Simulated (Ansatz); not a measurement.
`O[SiH2][AsH2]` + H₂ → `O[SiH3]` + `[AsH3]`  (hydrogenolysis of the Si–As bond)

Isolated molecules relaxed with PBE0-D4/def2-TZVP in Ansatz; ΔE leaves out vibrations. CCSD(T)/CBS adds triple-zeta CCSD(T) − MP2 to the extrapolated MP2 energy (def2 sets, frozen cores). This one scheme is used for every species. Functionals use def2-TZVPP. B3LYP here is the variant with VWN-RPA as its local correlation; programs differ in this. For As outer-core shells are correlated without core-valence functions, which leaves a few kJ/mol of doubt a bond. Scalar relativity is left out up to krypton. Each species was taken in one conformer, which may not be the lowest.

| level | ΔE (kcal/mol) | difference from CCSD(T)/CBS |
| --- | --- | --- |
| PBE-D4 | 4.2 | 1.8 |
| revPBE-D4 | 4.9 | 2.5 |
| B97M-V | 0.7 | -1.7 |
| PBE0-D4 | 3.1 | 0.7 |
| r2SCAN0-D4 | 2.5 | 0.1 |
| CAM-B3LYP-D4 | 0.1 | -2.3 |
| B2PLYP | 0.5 | -1.9 |
| PBE | 2.7 | 0.3 |
| B3LYP | -0.6 | -3.0 |
| r2SCANh | 2.5 | 0.1 |
| CAM-B3LYP | -1.3 | -3.7 |
| RPA@PBE/def2-TZVPP | -0.1 | -2.5 |
| HF/def2-TZVPP | -4.8 | -7.2 |
| CCSD/def2-TZVPP | -0.1 | -2.5 |
| SCS-MP2/def2-QZVPP | 1.3 | -1.1 |
| CCSD/CBS(def2) | 1.2 | -1.2 |
| CCSD(T)/CBS | 2.4 | 0 |

**Question.** What do rigid-rotor, harmonic-oscillator terms from PBE0-D4/def2-TZVP frequencies (298.15 K, 1 bar) make of the CCSD(T)/CBS value? (An estimate is asked.)

**Answer.** Ansatz gave: ΔZPE = +2.2 kcal/mol, ΔH = +3.6 kcal/mol, ΔS = 24 J/(mol·K), ΔG = +1.9 kcal/mol.

Largest T1 diagnostic among the species: 0.011.

From BLYP to BHLYP (50 % exact exchange), in def2-TZVPP and without D4, ΔE moves by −1.5 kcal/mol. In def2-TZVPP, CCSD(T) changes the Hartree–Fock value by +5.9 kcal/mol (the triples alone add +1.2 kcal/mol) and MP2 by +7.7 kcal/mol.
